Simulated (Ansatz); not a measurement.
B2FH5Si: the same geometry under several functionals.

```yaml
crystal:
  periodic: [false, false, false]
  atoms:
    - {symbol: B, position_ang: [-0.085193, 0.840634, -0.607453]}
    - {symbol: B, position_ang: [0.793173, -0.141621, -1.441240]}
    - {symbol: F, position_ang: [1.489545, -1.036299, -1.994576]}
    - {symbol: Si, position_ang: [-0.311902, -0.394625, 1.009353]}
    - {symbol: H, position_ang: [0.536495, 1.806614, -0.244463]}
    - {symbol: H, position_ang: [-1.173172, 1.000896, -1.099590]}
    - {symbol: H, position_ang: [0.978999, -0.750234, 1.667479]}
    - {symbol: H, position_ang: [-0.987470, -1.683423, 0.679547]}
    - {symbol: H, position_ang: [-1.152175, 0.311959, 2.013944]}
basis:
  gaussian: {orbitals: def2-TZVPP}
hamiltonian: {xc: {name: PBE-QIDH}}
```

```sh
$ ansatz run in.yaml --threads 2 --pin off --events-out ev --progress --plain --max-ram 4352MiB
```

It prints (some lines left out):

```
Functional definition: PBE-QIDH
1209 factors; integrals over basis functions are off by at most 9.8e-4 eV
mean field evaluation 1: about -12011.1090 eV, gradient 2.9e1 eV
mean field evaluation 2: about -12011.2345 eV, gradient 2.9e1 eV
mean field evaluation 4: about -12013.3400 eV, gradient 2.8e0 eV
mean field evaluation 8: about -12013.3605 eV, gradient 2.0e-1 eV
mean field evaluation 16: about -12013.3607 eV, gradient 2.0e-4 eV
mean field -12013.36071488 eV, -441.4828633234 hartree, gradient 7.4e-6 eV, S^2 0.000000; 0 other end points of the search recorded, 0 dependent functions left out
8 core orbitals not correlated: weight in the atoms' cores, before any rotation towards them, 1.000 or more for the frozen orbitals, at most 0.000 for the correlated occupied ones
reference -12013.36072840 eV, -441.4828638202 hartree; 11, 11 occupied and 186, 186 virtual orbitals, 1209 factors
second order -18.16821909 eV of doubles, -0.00000000 eV of singles
Total energy: -12019.41680143 eV, -441.7054203991 hartree
```

Run time 6 s (2 threads of an Arm Neoverse V1 on a shared host); peak host memory 0.43 GiB.

Changing it to `hamiltonian: {xc: {name: r2SCANh}, dispersion: d4}` (abridged; 5 s):

```
Functional definition: r2SCANh
mean field evaluation 16: about -12027.3582 eV, gradient 2.4e-5 eV
mean field -12027.35824861 eV, -441.9972632001 hartree, gradient 2.4e-5 eV, S^2 0.000000
Total energy: -12027.39964007 eV, -441.9987843085 hartree
```

The same input with `hamiltonian: {xc: {name: BHLYP}, dispersion: d4}` (abridged; 3.1 s):

```
Functional definition: BHLYP
mean field -12028.59888861 eV, -442.0428558792 hartree, gradient 2.5e-5 eV, S^2 0.000000
Total energy: -12028.80559602 eV, -442.0504522365 hartree
```

The same input with `hamiltonian: {xc: {name: B2PLYP}}` (abridged; 5.5 s):

```
Functional definition: B2PLYP
mean field evaluation 16: about -12018.7660 eV, gradient 5.0e-6 eV
mean field -12018.76599068 eV, -441.6815035454 hartree, gradient 5.4e-6 eV, S^2 0.000000
8 core orbitals not correlated: weight in the atoms' cores, before any rotation towards them, 1.000 or more for the frozen orbitals, at most 0.000 for the correlated occupied ones
second order -19.55570284 eV of doubles, -0.00000000 eV of singles
Total energy: -12024.04620195 eV, -441.8755477302 hartree
```

Changing it to `hamiltonian: {xc: {name: CAM-B3LYP}, dispersion: d4}` (abridged; 3.4 s):

```
Functional definition: CAM-B3LYP
mean field -12028.83629990 eV, -442.0515805833 hartree, gradient 2.9e-5 eV, S^2 0.000000
Total energy: -12028.97647934 eV, -442.0567320828 hartree
```

With the line `hamiltonian: {xc: {name: revPBE}, dispersion: d4}` (abridged; 2.4 s):

```
Functional definition: revPBE
mean field evaluation 16: about -12027.4781 eV, gradient 8.3e-5 eV
mean field -12027.47807304 eV, -442.0016666667 hartree, gradient 8.3e-5 eV, S^2 0.000000
Total energy: -12027.96810012 eV, -442.0196748297 hartree
```
